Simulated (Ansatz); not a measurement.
Species: methoxy(trimethyl)germane, C₄H₁₂GeO, charge 0, multiplicity 1. 
Geometry from a B3LYP-D3(BJ)/def2-TZVP (Ansatz, an electronic-structure program) optimisation:
```
Ge
O 1 1.8052
C 2 1.4107 1 119.79
H 3 1.0922 2 108.26 1 -180.00
H 3 1.0977 4 107.87 2 121.77
H 3 1.0977 4 107.87 5 116.46
C 1 1.9531 2 103.14 3 180.00
H 7 1.0897 1 109.93 2 -59.79
H 7 1.0897 8 108.67 1 -120.35
H 7 1.0906 8 108.81 9 -118.34
C 1 1.9648 2 108.51 3 -60.34
H 11 1.0900 1 110.13 2 -55.72
H 11 1.0901 12 108.74 1 -121.69
H 11 1.0910 12 108.65 13 -117.62
C 1 1.9648 2 108.51 3 60.34
H 15 1.0900 1 110.13 2 55.72
H 15 1.0901 16 108.74 1 121.69
H 15 1.0910 16 108.65 17 117.62
```

Wanted: atomisation energy (electronic, to ground-state atoms), in kJ/mol. Correlated levels leave the core frozen unless marked. UHF or UKS for open shells. Spin-orbit coupling is left out. The frozen core is the preceding noble-gas configuration, with the filled d and f shells of earlier blocks. No relativistic terms. The coupled-cluster limit lacks core correlation, which all-electron functionals hold. CBS(X,Y): correlation extrapolated as X^-3; Hartree-Fock from the larger set.

| level | program | atomisation energy (kJ/mol) | minus last row |
|---|---|---|---|
| r2SCAN/def2-TZVPD | Ansatz | 6729.6 | -4.3 |
| B97M-V/def2-TZVPD | Ansatz | 6731.5 | -2.4 |
| B3LYP-D3(BJ)/def2-TZVPD | Ansatz + dftd3 | 6725.8 | -8.1 |
| r2SCANh/def2-TZVPD | Ansatz | 6700.0 | -33.9 |
| CAM-B3LYP-D3(BJ)/def2-TZVPD | Ansatz + dftd3 | 6750.7 | 16.8 |
| CAM-B3LYP-D4/def2-TZVPD | Ansatz + dftd4 | 6752.1 | 18.2 |
| B2GP-PLYP-D3(BJ)/def2-TZVPD | Ansatz + dftd3 | 6649.8 | -84.1 |
| PBE-QIDH/def2-TZVPD | Ansatz | 6670.5 | -63.4 |
| RI-MP2/cc-pVTZ | Ansatz | 6635.1 | -98.8 |
| RI-MP2/CBS(cc-pVTZ,cc-pVQZ) | Ansatz | 6793.0 | 59.1 |
| CCSD/cc-pVTZ | Ansatz | 6503.7 | -230.2 |
| CCSD/CBS(cc-pVTZ,cc-pVQZ) | Ansatz | 6643.5 | -90.4 |
| CCSD(T)/6-31G | Ansatz | 5842.0 | -891.9 |
| CCSD(T)/cc-pVDZ | Ansatz | 6236.4 | -497.5 |
| CCSD(T)/CBS(cc-pVTZ,cc-pVQZ) | Ansatz | 6733.9 | 0.0 |
